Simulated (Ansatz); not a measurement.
Caution: the highest occupied level lies above zero, a sign of self-interaction error and of too few diffuse functions. This triplet lies 0.27 eV below the relaxed singlet at the level frozen-core CCSD(T)/aug-cc-pVTZ // PBE-D3(BJ)/def2-SVPD (Ansatz, a quantum-chemistry and plane-wave program).

Species: H₄BSi, SMILES `[BH-][SiH3]` (lower triplet) (charge -1, multiplicity 3).

Task: Give a relaxed geometry from PBE-D3(BJ)/def2-SVPD (Ansatz).

Result: the end point of this relaxation (outside a Z-matrix the atoms follow the SMILES, hydrogens last).
Bond lengths (Å): B1–Si2 1.941, B1–H3 1.220, Si2–H4 1.548, Si2–H5 1.532, Si2–H6 1.548. Angles (°): Si2–B1–H3 139.8, B1–Si2–H4 119.6, B1–Si2–H5 114.3, B1–Si2–H6 119.6, H4–Si2–H5 100.3, H4–Si2–H6 99.2, H5–Si2–H6 100.3.
